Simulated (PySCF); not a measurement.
Compound: C5H13BN2.
Structure used (PBE0-D3(BJ)/def2-SVP), in Å, numbered top down from 1:
```
atom  x, y, z in Å
C1    -2.5112   -0.6152    0.5874
C2    -2.1798    0.6406   -0.2062
C3    -1.0067    0.4538   -1.1682
B4     0.3893    0.1689   -0.4857
N5     0.7834    0.5420    0.8312
C6     2.0825   -0.0180    1.1471
C7     2.6791   -0.3380   -0.2339
N8     1.5109   -0.4766   -1.0804
H9    -1.6417   -0.9533    1.1738
H10   -2.7931   -1.4437   -0.0827
H11   -3.3472   -0.4528    1.2854
H12   -3.0775    0.9664   -0.7596
H13   -1.9523    1.4674    0.4911
H14   -0.8862    1.3627   -1.7869
H15   -1.2359   -0.3541   -1.8865
H16    0.1753    0.8197    1.5866
H17    2.7256    0.6758    1.7146
H18    1.9933   -0.9449    1.7486
H19    3.3009   -1.2489   -0.2037
H20    3.3342    0.4917   -0.5687
H21    1.6384   -0.6765   -2.0613
```

Computed at PBE0/pcSseg-1 (PySCF, non-relativistic), with Q(11B) = 0.04059 b, Q(14N) = 0.02044 b: B4, 11B (I = 3/2): χzz = 3.282 MHz, η = 0.280; N5, 14N (I = 1): χzz = -4.385 MHz, η = 0.579.

Problem. Where would the pure quadrupole (NQR) lines of 11B at B4 fall for the rigid, isolated species?

Solution. From ν = (|χ|/2)√(1 + η²/3): ν = 1.662 MHz (three-coordinate boron).

Problem. Find the zero-field quadrupole resonance frequencies of 14N at N5.

Solution. From ν± = (3/4)|χ|(1 ± η/3) and ν0 = |χ|η/2: ν+ 3.924 MHz, ν− 2.654 MHz, ν0 1.271 MHz (boron-bound nitrogen).

In a crystal, neighbours and librations shift these lines. The small basis limits the accuracy of the gradients.

One conformer stands for the species.
